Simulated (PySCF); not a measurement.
**MCa for M along the chalcogens**

r²SCAN with triple-zeta basis sets in PySCF, for the lowest determinant that a PBE0 search found; no spin–orbit coupling. De refers to high-spin ground-configuration atoms. A positive dipole means M(−)Ca(+).

```csv
M,basis,state (unpaired electrons),Re (Å),ωe (cm⁻¹),De (eV),μ (D)
O,x2c-TZVPPall,singlet (closed shell),1.816,775,4.72,8.26
S,def2-TZVPP,singlet (closed shell),2.305,485,4.04,10.17
Se,def2-TZVPP,singlet (closed shell),2.438,370,3.69,10.34
```

The shortest bond is that of CaO (1.816 Å), the longest that of CaSe (2.438 Å). CaO is bound most strongly (4.72 eV) and CaSe least (3.69 eV).

The rows differ in basis set, which adds steps of its own.

Down a group the atoms grow and get heavier, so bonds lengthen and wavenumbers fall; this series shows no clear exception.
